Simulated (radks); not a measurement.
The numbers below are computed, except where a source is named.
Task: Spin polarisation of the 4d7 shell in the ruthenium ion Ru+. Start: [Kr] 4d(up 3.5, down 3.5); electrons of 4d are moved from spin down to spin up, other shells keep equal spins. Code: a radial shooting solver on a logarithmic mesh with Libxc functionals. Model: scalar-relativistic Kohn-Sham, PBEsol, spin-polarised, spherical densities, finite nucleus; Fermi nuclear charge, rms radius of each element as measured or else 0.836 A^(1/3) + 0.57 fm. Estimate the energy gained and the exchange splitting at a moment of 3 Bohr magnetons.

Result: At moment 3 the spin-polarisation energy is -1.448 eV and the 4d exchange splitting 1.941 eV, that is 0.647 eV per Bohr magneton; E = -I m^2/4 would give I = 0.644 eV.
